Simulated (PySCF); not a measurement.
Mapped SMILES: `[CH3:1][CH2:2][c:3]1[cH:4][cH:5][cH:6][cH:7][n:8]1`. Hydrogens are named by the atom that carries them.

Computed data (PySCF 2.14): shieldings: GIAO KT2/pcSseg-1, PBE0-D3(BJ)/def2-SVP geometry. Relativity neglected, fast rotation and ring inversion assumed for equivalent nuclei, in vacuum, one computed conformer.

Chemical shifts δ = σref − σ; TMS for $^{13}$C (σref 183.22), $^{1}$H (σref 31.18); NH3 for $^{15}$N (σref 264.30), all at this level.

| atoms | nucleus | count | δ (ppm) |
| --- | --- | --- | --- |
| C7 | $^{13}$C | 1 | 143.8 |
| C3 | $^{13}$C | 1 | 157.6 |
| C4 | $^{13}$C | 1 | ? |
| H(C5) | $^{1}$H | 1 | 7.27 |
| C2 | $^{13}$C | 1 | 36.1 |
| N8 | $^{15}$N | 1 | ? |
| H(C7) | $^{1}$H | 1 | 8.40 |
| C5 | $^{13}$C | 1 | 129.7 |
| H(C4) | $^{1}$H | 1 | ? |
| H(C2) | $^{1}$H | 2 | 2.59 |
| H(C1) | $^{1}$H | 3 | 1.38 |
| C1 | $^{13}$C | 1 | ? |
| H(C6) | $^{1}$H | 1 | 6.70 |
| C6 | $^{13}$C | 1 | 116.1 |

Problem. Fill in the missing shifts.

Solution. 
- C4: 117.6 ppm, aromatic CH
- C1: 17.5 ppm, methyl carbon; aliphatic region, no heteroatom directly attached
- H(C4): 6.79 ppm, hydrogen on an aromatic CH; ring-current deshielding
- N8: 328.9 ppm, pyridine-type ring nitrogen

Shifts are as computed. Against solution values, carbons near 30 ppm lie about +2 ppm off and those near 130 ppm about -5 ppm. Of 1211 compounds with measured shifts, 218 miss one by over three times the rms of a fit or turn the order of signals round; such compounds aren't used in these exercises. Experimental scales use liquid or dissolved standards, which lie at an offset from isolated NH3 (liquid NH3: subtract about 20 ppm). Unscaled 15N shifts of sp2 nitrogen come out 20 to 40 ppm too high even then.
